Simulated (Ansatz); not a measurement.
```xyz
3

Cl    0.0000    0.0000   -2.2648
Zn    0.0000    0.0000    0.0000
Cl    0.0000    0.0000    2.2648
```

Basis set: cc-pVTZ (spherical functions). Left uncorrelated: 15 orbitals. Charge 0, multiplicity 1.

Computed with Ansatz (development build ahead of 0.2.0); each method stands on the lowest determinant of its kind that the runs found. Restricted open shells among the atoms or ions are ROHF, correlated in semicanonical orbitals with singles.

The atomization energy at this shape (free ground-state atoms in the same class of orbitals less the molecule, no zero-point energy) of singlet ZnCl₂:

| method | atomization energy |
| --- | --- |
| RHF-MP2 | 145.92 kcal/mol |

What does RHF give?

122.51 kcal/mol. Caution: the shape is not the minimum.
